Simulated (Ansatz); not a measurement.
Ansatz (a program for electronic structure) input (CCSD(T)/cc-pVDZ):

Ansatz 0.2 input:
```yaml
crystal:
  periodic: [false, false, false]
  atoms:
    - {symbol: C, position_ang: [-2.22242270, 0.37209345, -0.23874821]}
    - {symbol: C, position_ang: [-0.94632448, -0.26112626, 0.23295157]}
    - {symbol: O, position_ang: [0.19165250, 0.50256983, -0.40581113]}
    - {symbol: C, position_ang: [1.39909688, 0.22359810, -0.21483914]}
    - {symbol: O, position_ang: [1.87681025, -0.71014174, 0.51736847]}
    - {symbol: H, position_ang: [-2.31943113, 0.30384028, -1.32105929]}
    - {symbol: H, position_ang: [-3.05412410, -0.16974955, 0.21508881]}
    - {symbol: H, position_ang: [-2.28309718, 1.41410436, 0.07108766]}
    - {symbol: H, position_ang: [-0.79981487, -0.16988556, 1.30981547]}
    - {symbol: H, position_ang: [-0.83660099, -1.29396637, -0.09965610]}
    - {symbol: H, position_ang: [2.13755298, 0.83842824, -0.72445119]}
    - {symbol: H, position_ang: [1.22571516, -1.26958782, 0.98053060]}
basis:
  gaussian:
    orbitals: cc-pVDZ
total_charge: 1
magnetization: {spin_polarized: false}
correlation: {method: ccsd_t, electrons: outside_noble_gas}
```

End of the output:

```
integrals: 0.14 GiB planned
949 factors; integrals over basis functions are off by at most 1.3e-3 eV
mean field: 0.33 GiB planned
mean field evaluation 1: about -7265.1381 eV, gradient 4.7e1 eV
mean field evaluation 2: about -7265.3379 eV, gradient 4.7e1 eV
mean field evaluation 4: about -7269.9548 eV, gradient 4.3e0 eV
mean field evaluation 8: about -7270.0174 eV, gradient 1.3e-1 eV
mean field evaluation 16: about -7268.6323 eV, gradient 2.5e1 eV
mean field -7270.01744992 eV, -267.1682134899 hartree, gradient 1.7e-6 eV, S^2 0.000000; 0 other end points of the search recorded, 0 dependent functions left out
5 core orbitals not correlated
reference -7270.01744992 eV, -267.1682134899 hartree; 15, 15 occupied and 85, 85 virtual orbitals, 949 factors
second order -21.00125368 eV of doubles, -0.00000000 eV of singles
coupled cluster: 0.41 GiB planned
cycle   1  -21.48717870 eV  change   -4.9e-1 eV  update   1.2e-1
cycle   2  -22.07604224 eV  change   -5.9e-1 eV  update   3.4e-2
cycle   3  -22.23949347 eV  change   -1.6e-1 eV  update   2.0e-2
cycle   4  -22.22757284 eV  change    1.2e-2 eV  update   5.0e-3
cycle   5  -22.22649961 eV  change    1.1e-3 eV  update   1.8e-3
cycle   6  -22.22650656 eV  change   -6.9e-6 eV  update   4.8e-4
cycle   7  -22.22607246 eV  change    4.3e-4 eV  update   1.8e-4
cycle   8  -22.22599691 eV  change    7.6e-5 eV  update   5.4e-5
cycle   9  -22.22601350 eV  change   -1.7e-5 eV  update   2.6e-5
perturbative correction -0.66671416 eV, -0.0245012935 hartree
Total energy: -7292.91017758 eV, -268.0095057141 hartree
```

It need not be the lowest isomer of its formula.
